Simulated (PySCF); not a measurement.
C3H7ClOSi, SMILES C(CC[SiH2]Cl)=O.

Coordinates come from a PBE0-D3(BJ)/def2-SVP optimisation. The structure was generated by enumeration, and PubChem lists no compound with its InChIKey, so it may never have been made. Other conformers were not sampled.

Calculation: PBE0-D3(BJ)/def2-SVP (PySCF).

Frequencies are harmonic and unscaled.

```json
[
 {"mode": "1", "ν (cm⁻¹)": "68", "IR (km/mol)": "7.8", "moving atoms (share of kinetic energy)": "C 39 %, H 31 %, O 13 %, Cl 11 %"},
 {"mode": "2", "ν (cm⁻¹)": "111", "IR (km/mol)": "13.4", "moving atoms (share of kinetic energy)": "O 32 %, Si 27 %, Cl 15 %, C 15 %, H 11 %"},
 {"mode": "3", "ν (cm⁻¹)": "164", "IR (km/mol)": "3.6", "moving atoms (share of kinetic energy)": "Si 29 %, H 23 %, O 20 %, C 14 %, Cl 14 %"},
 {"mode": "4", "ν (cm⁻¹)": "174", "IR (km/mol)": "7.5", "moving atoms (share of kinetic energy)": "Cl 30 %, Si 26 %, C 18 %, O 15 %, H 10 %"},
 {"mode": "5", "ν (cm⁻¹)": "226", "IR (km/mol)": "4.3", "moving atoms (share of kinetic energy)": "H 47 %, C 28 %, O 21 %"},
 {"mode": "6", "ν (cm⁻¹)": "328", "IR (km/mol)": "18.2", "moving atoms (share of kinetic energy)": "C 39 %, H 25 %, O 22 %"},
 {"mode": "7", "ν (cm⁻¹)": "485", "IR (km/mol)": "44.1", "moving atoms (share of kinetic energy)": "H 59 %, Si 18 %, Cl 17 %"},
 {"mode": "8", "ν (cm⁻¹)": "537", "IR (km/mol)": "87.4", "moving atoms (share of kinetic energy)": "Si 45 %, Cl 26 %, H 22 %"},
 {"mode": "9", "ν (cm⁻¹)": "635", "IR (km/mol)": "22.5", "moving atoms (share of kinetic energy)": "H 69 %, C 20 %"},
 {"mode": "10", "ν (cm⁻¹)": "671", "IR (km/mol)": "25.9", "moving atoms (share of kinetic energy)": "C 51 %, Si 26 %, H 17 %"},
 {"mode": "11", "ν (cm⁻¹)": "764", "IR (km/mol)": "8.8", "moving atoms (share of kinetic energy)": "H 89 %"},
 {"mode": "12", "ν (cm⁻¹)": "804", "IR (km/mol)": "11.4", "moving atoms (share of kinetic energy)": "H 58 %, C 35 %"},
 {"mode": "13", "ν (cm⁻¹)": "817", "IR (km/mol)": "18.8", "moving atoms (share of kinetic energy)": "H 54 %, C 38 %"},
 {"mode": "14", "ν (cm⁻¹)": "879", "IR (km/mol)": "227.9", "moving atoms (share of kinetic energy)": "H 80 %, C 13 %"},
 {"mode": "15", "ν (cm⁻¹)": "901", "IR (km/mol)": "13.4", "moving atoms (share of kinetic energy)": "C 57 %, H 39 %"},
 {"mode": "16", "ν (cm⁻¹)": "931", "IR (km/mol)": "134.6", "moving atoms (share of kinetic energy)": "H 93 %"},
 {"mode": "17", "ν (cm⁻¹)": "1007", "IR (km/mol)": "7.3", "moving atoms (share of kinetic energy)": "H 75 %, C 23 %"},
 {"mode": "18", "ν (cm⁻¹)": "1049", "IR (km/mol)": "5.9", "moving atoms (share of kinetic energy)": "H 71 %, C 28 %"},
 {"mode": "19", "ν (cm⁻¹)": "1168", "IR (km/mol)": "0.6", "moving atoms (share of kinetic energy)": "H 67 %, C 32 %"},
 {"mode": "20", "ν (cm⁻¹)": "1200", "IR (km/mol)": "35.5", "moving atoms (share of kinetic energy)": "H 57 %, C 42 %"},
 {"mode": "21", "ν (cm⁻¹)": "1277", "IR (km/mol)": "1.3", "moving atoms (share of kinetic energy)": "H 77 %, C 22 %"},
 {"mode": "22", "ν (cm⁻¹)": "1360", "IR (km/mol)": "18.7", "moving atoms (share of kinetic energy)": "H 52 %, C 48 %"},
 {"mode": "23", "ν (cm⁻¹)": "1399", "IR (km/mol)": "10.9", "moving atoms (share of kinetic energy)": "H 79 %, C 14 %"},
 {"mode": "24", "ν (cm⁻¹)": "1410", "IR (km/mol)": "10.3", "moving atoms (share of kinetic energy)": "H 92 %"},
 {"mode": "25", "ν (cm⁻¹)": "1434", "IR (km/mol)": "13.9", "moving atoms (share of kinetic energy)": "H 88 %, C 11 %"},
 {"mode": "26", "ν (cm⁻¹)": "1859", "IR (km/mol)": "136.0", "moving atoms (share of kinetic energy)": "C 61 %, O 37 %"},
 {"mode": "27", "ν (cm⁻¹)": "2254", "IR (km/mol)": "88.0", "moving atoms (share of kinetic energy)": "H 97 %"},
 {"mode": "28", "ν (cm⁻¹)": "2286", "IR (km/mol)": "95.3", "moving atoms (share of kinetic energy)": "H 96 %"},
 {"mode": "29", "ν (cm⁻¹)": "2971", "IR (km/mol)": "100.1", "moving atoms (share of kinetic energy)": "H 92 %, C 8 %"},
 {"mode": "30", "ν (cm⁻¹)": "3036", "IR (km/mol)": "18.6", "moving atoms (share of kinetic energy)": "H 94 %"},
 {"mode": "31", "ν (cm⁻¹)": "3078", "IR (km/mol)": "4.7", "moving atoms (share of kinetic energy)": "H 94 %"},
 {"mode": "32", "ν (cm⁻¹)": "3096", "IR (km/mol)": "7.4", "moving atoms (share of kinetic energy)": "H 91 %, C 9 %"},
 {"mode": "33", "ν (cm⁻¹)": "3147", "IR (km/mol)": "1.0", "moving atoms (share of kinetic energy)": "H 91 %, C 9 %"}
]
```
